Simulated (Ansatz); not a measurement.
Geometry optimisation, Ansatz, RKS BLYP-D4/def2-SVPD.

input.yaml

```yaml
crystal:
  periodic: [false, false, false]
  atoms:
    - { symbol: B, position_ang: [-0.041271, 0.632464, -0.552801] }
    - { symbol: H, position_ang: [-0.013823, -0.008537, 1.760333] }
    - { symbol: "N", position_ang: [1.227142, 0.036421, -0.746569] }
    - { symbol: H, position_ang: [1.354184, -0.891755, -1.142442] }
    - { symbol: H, position_ang: [2.095121, 0.509917, -0.511928] }
    - { symbol: "N", position_ang: [-1.286429, 0.017464, -0.82824] }
    - { symbol: H, position_ang: [-1.382645, -0.948249, -1.132528] }
    - { symbol: H, position_ang: [-2.169635, 0.507108, -0.714203] }
    - { symbol: Cl, position_ang: [-0.079455, 2.376951, 0.052622] }
    - { symbol: H, position_ang: [-0.088989, 0.669215, 1.985457] }
basis:
  gaussian: { orbitals: def2-SVPD }
hamiltonian:
  xc: blyp
  dispersion: d4
relax:
  f_tol: 0.03
  max_steps: 50
output:
  orbitals: {}
```

Run as:

```bash
$ ansatz run input.yaml --threads 4 --pin off --max-ram 5120MiB --backend cpu --events-out ev --progress --plain --runs-dir out
```

**Question.** Where does it end, and by what steps?

**Answer.** The forces met the threshold. The force dipped under the threshold on the way, but the program's further checks kept it going. After 17 steps the energy has fallen by 0.192 eV; H2 moved furthest, 0.82 Å.

```
step  energy less start (eV)  largest force component (eV/Å)  accepted
   0                  0.0000                           1.741       yes
   1                 -0.1405                           0.217       yes
   2                 -0.1634                           0.239       yes
   3                 -0.1807                           0.128       yes
   4                 -0.1881                           0.084       yes
   5                 -0.1897                           0.033       yes
   6                 -0.1901                           0.015       yes
   7                 -0.1878                           0.418        no
   8                 -0.1905                           0.068       yes
   9                 -0.1906                           0.140       yes
  10                 -0.1914                           0.004       yes
  11                 -0.1800                           0.775        no
  12                 -0.1911                           0.199        no
  13                 -0.1916                           0.054       yes
  14                 -0.1916                           0.087       yes
  15                 -0.1918                           0.043       yes
  16                 -0.1919                           0.002       yes
  17                 -0.1920                           0.013       yes
```

```xyz
10
Properties=species:S:1:pos:R:3
B -0.037 0.680 -0.729
H -0.049 -0.150 2.568
N 1.229 0.066 -0.891
H 1.352 -0.901 -1.183
H 2.099 0.561 -0.719
N -1.281 0.043 -0.951
H -1.373 -0.925 -1.249
H -2.167 0.523 -0.822
Cl -0.065 2.425 -0.196
H -0.094 0.579 2.342
```

Whether the end is a true minimum wasn't checked by a vibrational analysis.

Time of the run: 20 s on 4 threads of Arm Neoverse V2, on a shared host, peak memory 0.17 GiB.
